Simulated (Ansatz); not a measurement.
Born–Oppenheimer molecular dynamics of CH7AlO3 (12 atoms, charge 0, multiplicity 1). It starts at the highest image of a converged band, a first-order saddle point between two minima.

The calculation used UKS BLYP-D4/6-31G* in Ansatz.

| Quantity | Value |
| --- | --- |
| ensemble | NVE (velocity Verlet) |
| time step | 0.5 fs |
| steps asked | 200 |
| starting velocities drawn for | 300 K |
| seed | 11416 |

First frame:

```xyz
12
Properties=species:S:1:pos:R:3
Al 0.662 0.029 0.199
O 0.020 1.609 -0.636
O 1.200 0.171 1.839
O 1.665 -0.827 -0.928
H -0.833 0.749 -0.578
C -1.377 -0.573 -0.078
H 0.352 1.686 -1.559
H 0.860 0.902 2.387
H 2.500 -1.187 -0.577
H -2.261 -0.115 0.398
H -1.119 -1.432 0.578
H -1.669 -1.015 -1.045
```

(1) How far do the bonds stretch over the last three quarters of this one trajectory? (Pairs bonded in most of those frames.)

## Answers

(1) 
```json
{"bond": "Al1–O2", "mean (Å)": "1.727", "spread (Å)": "0.049", "shortest": "1.65", "longest": "1.82"}
{"bond": "Al1–O3", "mean (Å)": "1.728", "spread (Å)": "0.026", "shortest": "1.67", "longest": "1.77"}
{"bond": "Al1–O4", "mean (Å)": "1.733", "spread (Å)": "0.024", "shortest": "1.69", "longest": "1.77"}
{"bond": "O2–H7", "mean (Å)": "0.979", "spread (Å)": "0.015", "shortest": "0.96", "longest": "1.00"}
{"bond": "O3–H8", "mean (Å)": "0.978", "spread (Å)": "0.003", "shortest": "0.97", "longest": "0.98"}
{"bond": "O4–H9", "mean (Å)": "0.982", "spread (Å)": "0.019", "shortest": "0.95", "longest": "1.02"}
{"bond": "H5–C6", "mean (Å)": "1.122", "spread (Å)": "0.078", "shortest": "1.00", "longest": "1.24"}
{"bond": "C6–H10", "mean (Å)": "1.103", "spread (Å)": "0.010", "shortest": "1.08", "longest": "1.12"}
{"bond": "C6–H11", "mean (Å)": "1.108", "spread (Å)": "0.012", "shortest": "1.08", "longest": "1.14"}
{"bond": "C6–H12", "mean (Å)": "1.107", "spread (Å)": "0.035", "shortest": "1.05", "longest": "1.16"}
```

Mean temperature of the second half: 976 K. The conserved energy stayed within 0.35 meV per atom of its start (net change 0.045 meV per atom), so the integration is sound. The kinetic energy rose, since the run started high on the potential surface and went downhill. It ends in pieces (AlH3O3 + CH4), so much of that is their flight and rotation, not heat. A run of 0.1 ps of so small a system gives no equilibrium averages. The orbitals stay closed-shell, which can raise the energy where a bond breaks towards radicals; this wasn't checked here.

Time of the run: 7.2 min on 2 threads of Intel(R) Xeon(R) Platinum 8488C (Sapphire Rapids), with other jobs on the host, peak memory 0.18 GiB.
